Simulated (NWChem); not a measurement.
# CH$_{5}$NO$_{2}$Si; SMILES N[SiH]1OCO1

All runs: NWChem. All runs use the structure optimised with PBE-D3(BJ)/def2-SVP. Level: M06-2X/def2-SVP with SMD, gas-phase geometry; reactions with the solvents are ignored. One conformer.

```csv
SMD term (kcal/mol),water,chloroform
distortion of the solute's density,1.43,0.44
polarisation,-11.90,-6.25
"cavity, dispersion and structure",3.07,0.80
```

**Question.** Sum the solvation free energies, find the transfer free energy from water to chloroform and the partition coefficient at 298.15 K.

**Answer.** 
1. ΔG(solv, water) = -7.40 kcal/mol and ΔG(solv, chloroform) = -5.01 kcal/mol (1 M gas to 1 M solution).
2. Transfer: -5.01 − (-7.40) = 2.39 kcal/mol.
3. log₁₀ K(chloroform/water) = −ΔG/(RT ln 10) = -2.39/1.364 = -1.8, so the model puts more of the solute in water.
4. Of the transfer energy, 4.66 kcal/mol is electrostatic and -2.27 comes from the non-electrostatic term. The two phases are taken as the pure solvents.
